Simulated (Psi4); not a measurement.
Complex: C2H4 (SMILES C=C) (first 6 atoms) with H4OSi (SMILES O[SiH3]); geometry from B3LYP-D3(BJ)/def2-TZVP, rigid monomers moved along the line of their centres of mass till H4···O7 is 2.43 Å.
(charge 0, multiplicity 1):
```xyz
12

C     -0.35516    -0.46886    -0.01820
C      0.46626     0.57046     0.00286
H     -1.16453    -0.53941    -0.73512
H     -0.24692    -1.28368     0.68632
H      1.27205     0.63552     0.72348
H      0.36671     1.39421    -0.69385
O      0.69572    -0.94493     2.89922
Si    -0.31774     0.24810     3.44070
H      1.56752    -1.01325     3.29508
H     -0.41869     0.21701     4.92205
H     -1.63496    -0.02570     2.83868
H      0.15566     1.59477     3.04106
```

All values below come from SAPT0/jun-cc-pV(D+d)Z run with Psi4.

**Question.** Which attractive term is largest, and how does the interaction split up?

**Answer.** electrostatics -3.92, exchange 7.18, induction -0.85, dispersion -2.85, total -0.44 kcal/mol; the largest attraction is electrostatics.
